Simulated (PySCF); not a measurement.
C5H4O2SSi.
Cartesian coordinates in Å at the GFN2-xTB level; atoms count from 1:
```xyz
13
C5H4O2SSi angstrom
C      2.3047    1.3458   -0.9646
C      1.9613    0.4243   -0.2736
Si     1.3887   -0.9616    0.8041
S     -0.3200   -0.2965    2.0395
C     -1.5634    0.0587    0.7968
C     -2.6203    0.6801    1.2655
O     -3.5230    1.2231    1.7354
C     -1.3322   -0.3367   -0.5568
O     -0.3134   -0.8775   -0.9361
H      2.6181    2.1475   -1.5699
H      1.2181   -2.3218    0.3255
H      2.3282   -0.9674    1.9373
H     -2.1512   -0.1173   -1.2565
```

Theory: TDDFT wB97X-D/def2-SVPD, vertical, gas phase, core orbitals frozen in the response (PySCF 2.14.0, density-fitted response routines).

Frontier orbitals with the atoms that hold most of them (Löwdin shares over 4%, at most four atoms; ? is withheld):

```
orbital  ε (eV)                            atoms
 LUMO+2    1.22  S4 23%, Si3 20%, C2 18%, C1 18%
 LUMO+1   -0.17   C8 30%, O9 25%, C6 18%, O7 12%
   LUMO   -0.74   C6 36%, O7 29%, S4 12%, C5 11%
   HOMO       ?                                ?
 HOMO-1  -10.07                                ?
 HOMO-2  -10.15     C2 32%, C1 31%, S4 9%, O9 7%
 HOMO-3  -10.42     O9 39%, C2 9%, Si3 9%, C1 8%
```

(1) Give the leading atoms of the HOMO-1.

(2) Which atoms hold the HOMO, and with what shares?

(3) What is the HOMO energy, and the HOMO–LUMO gap?

Answers

(1) C1 (bonded to C and H) 37%; C2 (bonded to C and Si) 37%; Si3 (bonded to C, S and 2 H) 8%; H12 (bonded to Si) 6%. By element: carbon 75% or more, silicon 8%, hydrogen 6% or more.

(2) S4 (bonded to C and Si) 50%; C5 (bonded to 2 C and S) 17%; C6 (bonded to C and O) 8%; O7 (bonded to C) 7%. By element: sulfur 50%, carbon 25% or more, oxygen 7% or more.

(3) ε(HOMO) = -8.51 eV; the gap is 7.77 eV (0.2854 hartree).

How does S1 compare with the orbital gap of 7.77 eV?

S1 is at 2.82 eV (f = 0.0005), 4.94 eV below the gap, made of HOMO→LUMO (95%). Without the coupling terms of the response equations the lowest excitation would equal the gap.

Give energy, strength and leading configuration of S1 and S2, and follow the Löwdin shares of the leading atoms from the occupied to the empty orbital.

- S1 (2.82 eV, f 0.0005), HOMO→LUMO (95%): S4 50% → 12%, C5 17% → 11%, C6 8% → 36%, O7 7% → 29%
- S2 (4.29 eV, f 0.060), HOMO→LUMO+1 (94%): S4 50% → at most 13%, C5 17% → at most 13%, C8 at most 8% → 30%, O9 at most 8% → 25%

One conformer stands for the species.
